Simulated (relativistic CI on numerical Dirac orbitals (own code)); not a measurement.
## Sensitivity of the levels of Tc²⁷⁺ to α and to the nuclear radius

Calculated at this level of theory: Dirac-Coulomb-Breit CI, separate exchange-only KLI orbitals for each configuration, derivatives by finite differences, unscaled Slater integrals, QED left out (own radial code, finite nucleus).

CI space (outside the closed core [Ne]): 3s²3p⁴, 3s3p⁵, 3s²3p³3d, 3p⁶, 3s3p⁴3d, 3p⁵3d, 3p⁴3d², 3p³3d³. Double excitations out of closed p, d and f shells are left out; levels of such configurations are missing from the list, as are those of other unlisted configurations, and high levels can miss mixing partners.

With x = (α/α₀)² − 1 an excitation energy changes as ω = ω₀ + qx; K = 2q/ω₀ is the relative enhancement. Terms are leading LS components, so labels can repeat. The field-shift factor is F = δν/δ⟨r²⟩ for the transition from the lowest level.

Lowest level 3s²3p⁴ ³P2.

| Level | ω₀ (cm⁻¹) | q (cm⁻¹) | K | F (GHz/fm²) |
| --- | --- | --- | --- | --- |
| 3s²3p⁴ ³P0 | 79509 | 16580 | 0.417 | -1.08 |
| 3s²3p⁴ ³P1 | 196994 | 224200 | 2.28 | -3.64 |
| 3s²3p⁴ ¹D2 | 244012 | 220200 | 1.81 | -3.54 |
| 3s²3p⁴ ¹S0 | 483038 | 434500 | 1.8 | -9.6 |
| 3s3p⁵ ³P°2 | 819942 | 227100 | 0.554 | -174 |
| 3s3p⁵ ³P°1 | 873851 | 185700 | 0.425 | -121 |
| 3s²3p³3d ³F°2 | 927234 | 33810 | 0.0729 | -1 |
| 3s²3p³3d ⁵D°0 | 935365 | 79440 | 0.17 | -8.62 |
| 3s²3p³3d ⁵D°3 | 938320 | 48610 | 0.104 | 2.6 |
| 3s²3p³3d ⁵D°4 | 975503 | 89870 | 0.184 | 2.69 |
| 3s²3p³3d ⁵D°1 | 979972 | 161800 | 0.33 | -49.2 |
| 3s²3p³3d ⁵D°2 | 1017222 | 141100 | 0.277 | -11.8 |
| 3s3p⁵ ³P°0 | 1031219 | 409400 | 0.794 | -161 |
| 3s²3p³3d ³G°3 | 1070338 | 115000 | 0.215 | 2.1 |
| 3s²3p³3d ¹P°1 | 1074784 | 347900 | 0.647 | -109 |
| 3s²3p³3d ³D°1 | 1098457 | 180000 | 0.328 | 1.1 |
| 3s²3p³3d ³F°2 | 1107462 | 222900 | 0.403 | -0.711 |
| 3s²3p³3d ¹S°0 | 1120443 | 234100 | 0.418 | -3.07 |
| 3s²3p³3d ³F°3 | 1127355 | 232900 | 0.413 | 0.54 |
| 3s²3p³3d ³D°3 | 1148040 | 266300 | 0.464 | 0.638 |
| 3s²3p³3d ³G°4 | 1156973 | 257200 | 0.445 | 0.555 |
| 3s²3p³3d ³D°1 | 1164372 | 186100 | 0.32 | -23.4 |
| 3s²3p³3d ³F°4 | 1180154 | 240100 | 0.407 | 0.827 |

At this charge energies of transitions that change n are usually good to better than 1 %, and those within a shell (Δn = 0) to a few per cent.
